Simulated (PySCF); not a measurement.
**Telling isomers of C6H9FO2 apart by NMR**

PySCF calculation with geometry from PBE0-D3(BJ)/def2-SVP and NMR shieldings at PBE0/pcSseg-1/GIAO; rapidly exchanging positions averaged, relativity neglected, gas phase, one computed conformer.

Scale: $^{1}$H (σref 31.27), $^{13}$C (σref 184.41) vs TMS (reference shieldings calculated alike). Splittings of carbon signals by F and P are missing where no couplings were computed. Where no couplings were computed, multiplicities follow the n + 1 count of equivalent neighbours, and m marks all less simple cases (inequivalent or close neighbours, rings, F or P nearby). Shifts are as computed. Against solution values, carbons near 30 ppm lie about +2 ppm off and those near 130 ppm about +5 ppm. Of 1211 compounds with measured shifts, 218 miss one by over three times the rms of a fit or turn the order of signals round; such compounds aren't used in these exercises.

(1) Tabulate the signals of `C[C@@H]1O[C@@H](F)C12COC2`, `C=C(O[C@H](C)F)C(C)=O` and their relative energies.

(2) What is the quickest way to tell C[C@@H]1O[C@@H](F)C12COC2 from C=C(O[C@H](C)F)C(C)=O?

Results:

(1) 
```json
{"SMILES": "C[C@@H]1O[C@@H](F)C12COC2", "carbon types": "1×C 2×CH 2×CH2 1×CH3", "δC": "116.9, 81.2, 74.1, 73.9, 48.3, 20.1", "δH": "5.72 (m, 1H), 4.89 (m, 1H), 4.72 (m, 1H), 4.58 (m, 1H), 4.45 (m, 1H), 4.37 (m, 1H), 1.33 (d, 3H)", "E rel. (kcal/mol)": "27.8"}
{"SMILES": "C=C(O[C@H](C)F)C(C)=O", "carbon types": "2×C 1×CH 1×CH2 2×CH3", "δC": "196.4, 161.6, 107.3, 102.1, 28.3, 22.4", "δH": "5.88 (br s, 1H), 5.35 (m, 1H), 5.01 (br s, 1H), 2.25 (s, 3H), 1.56 (m, 3H)", "E rel. (kcal/mol)": "0.0"}
```

Energies are electronic energies at PBE0/pcSseg-1 on these geometries, without zero-point or thermal terms, each for the one conformer computed, which needn't be the lowest.

(2) Both give the same number of carbon signals, but DEPT or the intensities differ. The first has a quaternary sp3 carbon in a ring (C) at 48.3 ppm, the second a ketone carbonyl carbon (C) at 196.4 ppm. Their most deshielded carbons lie at 116.9 and 196.4 ppm.
